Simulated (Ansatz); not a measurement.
System: BiI$_{2}$, charge -1, multiplicity 1. SMILES of the parent species: [I][Bi][I]
Structure (B3LYP-D3(BJ)/def2-TZVP (Ansatz, a first-principles code) minimum search):
```
Bi
I 1 2.9399
I 1 2.9399 2 101.91
```
Charge -1, spin multiplicity 1.

Parts of the frozen-core correlation energy in def2-TZVPPD (Ansatz, hartree). Frozen orbitals: 27; correlated occupied orbitals by spin: 10 and 10; virtual: 137 and 137. No spin-orbit coupling. Past Kr the def2 sets carry scalar-relativistic core potentials. The restricted reference is unstable.

```tsv
term	value
reference (HF)	-807.03809
MP2 opposite-spin	(withheld)
MP2 same-spin	(withheld)
CCSD correlation	(withheld)
(T)	-0.01951
T1 diagnostic	0.013
largest doubles amplitude	0.031
```

Task: Complete the blanks.

Result: 
- MP2 opposite-spin, value: -0.28327
- MP2 same-spin, value: -0.09384
- CCSD correlation, value: -0.41231
